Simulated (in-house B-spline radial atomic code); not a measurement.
Configurations of the zirconium ion Zr⁷⁺, with energies counted from [Ar] 3d10 4s2 4p3. Method: Dirac-Hartree-Fock, average of configuration, Fermi nucleus of rms radius 4.2694 fm. Calculated with a B-spline radial code for spherical atoms. Energies include first-order Breit, QED and recoil terms.

Occupations are held fixed; configurations that lie above the ionisation limit could autoionise.

```tsv
configuration	E - E(ref) (eV)	highest orbital	its <r> (bohr)
[Ar] 3d10 4s2 4p2 5s1	58.211	5s1/2	2.266
[Ar] 3d10 4s2 4p2 4f1	72.644	4f5/2	1.908
[Ar] 3d10 4s2 4p2 5g1	96.923	5g9/2	3.393
[Ar] 3d10 4s1 4p3 4f1	98.263	4f5/2	1.893
[Ar] 3d10 4s2 4p2 8s1	111.17	8s1/2	7.885
[Ar] 3d9 4s2 4p3 7g1	282.08	7g9/2	7.836
```

Order these further configurations by energy, lowest first.
A. [Ar] 3d10 4s1 4p3 6d1
B. [Ar] 3d9 4s2 4p3 4f1
C. [Ar] 3d10 4s1 4p4
D. [Ar] 3d10 4s2 4p2 7g1
E. [Ar] 3d9 4s2 4p3 7s1

C (26.787 eV), D (114.05 eV), A (125.05 eV), B (239.49 eV), E (270.62 eV).

How far above the reference does [Ar] 3d9 4s2 4p3 6f1 lie?

273.76 eV; its least bound orbital is 6f7/2 with <r> = 5.434 bohr.
